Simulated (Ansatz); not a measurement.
This geometry of Cl₂F₂H₂HfS (8 atoms, charge 0, multiplicity 1) is a first-order saddle point.

All numbers below come from RKS B3LYP/def2-SVP (Ansatz).

```xyz
8
Properties=species:S:1:pos:R:3
Hf 0.131 -0.414 -0.085
Cl -0.973 -0.543 2.458
F 1.282 -0.535 -1.593
F 0.209 1.468 0.187
Cl -1.846 -1.291 -1.024
S 1.599 -2.025 1.353
H 1.042 -3.140 0.816
H 0.172 -1.439 2.318
```

Q: Which two structures does it join? (They come from a converged band through this point; their orientation in space is the band's.)

A: Bonds broken: S6–H8. Bonds formed: Cl2–H8.

First end point:

```xyz
8
Properties=species:S:1:pos:R:3
Hf -0.114 -0.048 0.038
Cl -0.719 0.145 2.329
F 1.759 0.082 -0.346
F -0.668 1.648 -0.623
Cl -1.449 -1.489 -1.302
S 1.032 -2.703 0.834
H 0.024 -3.216 1.578
H 1.750 -2.338 1.923
```

Last end point:

```xyz
8
Properties=species:S:1:pos:R:3
Hf 0.282 -0.566 -0.164
Cl -0.896 -0.244 2.636
F 1.207 -0.675 -1.820
F 0.442 1.277 0.331
Cl -1.900 -1.328 -0.715
S 1.595 -2.163 1.189
H 2.135 -2.754 0.094
H -1.250 -1.467 2.878
```

Q: How far does it lie above each of them?

A: 1.10 eV above the first and 0.14 eV above the second. This is the barrier of this one path; another mechanism may lie lower. The orbitals stay closed-shell, which can raise the energy where a bond breaks towards radicals; this wasn't checked here.

Run time: 6 min on 4 threads of Arm Neoverse N1 (shared host), peak memory 0.35 GiB.
